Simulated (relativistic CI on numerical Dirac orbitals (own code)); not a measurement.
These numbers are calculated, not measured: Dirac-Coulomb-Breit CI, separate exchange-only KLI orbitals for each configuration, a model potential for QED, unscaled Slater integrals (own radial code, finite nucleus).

The strongest absorption lines from the ground level of an ion, among the configurations computed and to levels below about 2400 eV (vacuum wavelength in Å, gf): 5.1951 (0.076), 5.2113 (0.67), 5.2151 (0.45), 5.2315 (0.31), 5.2356 (0.077), 22.928 (1.9), 24.231 (1.3), 25.318 (0.13).

Task: Which ion is it?
A. Tl56+
B. Tl58+
C. Os51+
D. Lu46+

Result: A. Tl56+ has 25 electrons and the ground level 3s2.3p6.3d7 4F_9/2; the strongest line goes to 3s2.3p5.3d8 4D°_7/2. The pattern of lines fixes the number of electrons, and along that sequence the line energies rise steadily with the charge (about as its square where n changes within one kind of shell, about linearly where n is kept but much faster in heavy ions where fine structure, which grows about as Z⁴, sets the gap, and irregularly where shells cross), which fixes Z. Configurations outside the model, such as inner-shell arrays, can give stronger lines. At this charge energies of transitions that change n are usually good to better than 1 %, and those within a shell (Δn = 0) to a few per cent.

LS names give the leading component of a level, which can be under half, so a name can repeat, a term be missing and a line seem to break the LS rules.
